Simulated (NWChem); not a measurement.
Molecule: 1,1-difluoroethane (C2H4F2); SMILES CC(F)F

```xyz
8

C     -0.1161    -1.3622     0.0000
C      0.3519     0.0633     0.0000
F     -0.1198     0.7099    -1.0922
F     -0.1198     0.7099     1.0922
H     -1.2153    -1.3805     0.0000
H      0.2518    -1.8830    -0.8945
H      0.2518    -1.8830     0.8945
H      1.4529     0.1623     0.0000
```
Atoms are numbered in this order, from 1.

All runs use the structure optimised with PBE0/def2-SVP.

Symmetry labels are those of Cs in the frame above (b1 and b2, or b-type labels, depend on it). States above −ε(HOMO) = 9.7 eV lie in this functional's continuum and hang on the basis.

### Question
List the 4 lowest vertical singlet excitations from PBE0/def2-SVPD, TDA (NWChem).

### Answer
```csv
state,energy (eV),oscillator strength,symmetry,leading excitation (squared amplitude)
S1,9.25,0.015,a',HOMO → LUMO (0.95)
S2,10.04,0.118,a',HOMO → LUMO+1 (0.95)
S3,10.48,0.000,a",HOMO → LUMO+2 (0.82)
S4,10.64,0.026,a",HOMO−1 → LUMO (0.95)
```
